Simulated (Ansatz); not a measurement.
Gas-phase electronic energies from Ansatz, PBE0-D4/def2-TZVP geometries. CBS: MP2 limit from def2 TZ/QZ plus the TZ coupled-cluster correction, frozen cores. This one scheme is used for every species. DFT in def2-TZVPP. One conformer a species, not always the lowest.

`[CH3][AlH][O][SiH](F)F` → `F[Si]F` + `[CH3][AlH][OH]`  (silylene formation by 1,1-elimination)

Task: Is it downhill or uphill in electronic energy at CCSD(T)/CBS, and by how much? (Best estimate.)

Result: Ansatz gave: Uphill: ΔE = +3.07 eV.

Task: What do these levels give: PBE0-D4, B2PLYP, CCSD/def2-TZVPP, HF/def2-QZVPP, SCS-MP2/def2-QZVPP, CCSD/CBS(def2)? (Estimate.)

Result: The calculation gave: PBE0-D4 3.04, B2PLYP 2.98, CCSD/def2-TZVPP 3.07, HF/def2-QZVPP 3.32, SCS-MP2/def2-QZVPP 3.16, CCSD/CBS(def2) 3.11 eV.

Largest T1 diagnostic among the species: 0.015.

From PBE to PBE0 (25 % exact exchange), in def2-TZVPP and without D4, ΔE moves by +0.28 eV. In def2-TZVPP, CCSD(T) changes the Hartree–Fock value by −0.26 eV (the triples alone add −0.03 eV) and MP2 by −0.13 eV.
